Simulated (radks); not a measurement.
Ionisation of neutral beryllium, [He] 2s2, to [He] 2s1 as the strength of local exchange is varied. Method: Dirac Kohn-Sham, Slater X-alpha exchange (alpha = 2/3 is LDA exchange), no correlation, spin-unpolarised, spherical densities, finite nucleus; Fermi nuclear charge, rms radius 2.519 fm; computed with a radial shooting solver on a logarithmic mesh with Libxc functionals.

alpha,E(Be) (hartree),exchange (hartree),IE (eV),-e of the level emptied (eV),<r> of it (bohr)
0.6,-13.99942,-2.02953,8.013,4.206 (2s1/2),2.743
0.623,-14.07736,-2.11489,8.175,4.349 (2s1/2),2.721
0.667,-14.22724,-2.27974,8.491,4.630 (2s1/2),2.681
0.768,-14.57514,-2.66583,9.237,5.300 (2s1/2),2.595
0.776,-14.60292,-2.69686,9.298,5.355 (2s1/2),2.588
0.974,-15.30135,-3.48638,10.854,6.783 (2s1/2),2.438
0.996,-15.38022,-3.57663,11.034,6.951 (2s1/2),2.422
1.042,-15.54597,-3.76698,11.415,7.306 (2s1/2),2.390

NIST Atomic Spectra Database: 9.323 eV (measured). The Delta-SCF value meets it near alpha = 0.78. Spin polarisation and multiplet splitting are left out, so open shells lie too high by an amount that depends on their filling.

Beside tabulated values, note that spin-unpolarised runs miss the spin-polarisation part of the exchange energy of open shells.
